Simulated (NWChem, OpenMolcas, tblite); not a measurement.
**CH6AlOSi (SMILES [CH3][Al][O][SiH3]): methods side by side**

CH6AlOSi has 10 atoms, charge 0, and is taken as a doublet. As SMILES, `[CH3][Al][O][SiH3]`. The shape is that of a PBE0-D4/def2-TZVP optimisation. This is one conformer, not always the lowest.

```xyz
10

C     0.2438    1.9818   -1.3414
Al    1.0865    0.3006   -0.7661
O     0.1942   -0.6607    0.3091
Si   -0.2879   -1.8594    1.2940
H    -0.7010    1.7518   -1.8445
H     0.0148    2.5861   -0.4577
H     0.8698    2.5660   -2.0169
H     0.6868   -2.9846    1.2838
H    -1.6110   -2.3778    0.8547
H    -0.4130   -1.3550    2.6879
```

Quantity: the dipole moment, in D. The values are calculated.

```
          level            kind     program  value (D)
       GFN2-xTB  semi-empirical      tblite       1.75
   UHF/def2-SVP    Hartree–Fock      NWChem       1.00
USVWN5/def2-SVP             LDA  OpenMolcas       0.99
  UPBE/def2-SVP             GGA  OpenMolcas       0.99
UM06-L/def2-SVP        meta-GGA  OpenMolcas       0.96
 UPBE0/def2-SVP   global hybrid  OpenMolcas       0.98
```

The values span 0.96 to 1.75 D. Magnitudes only.
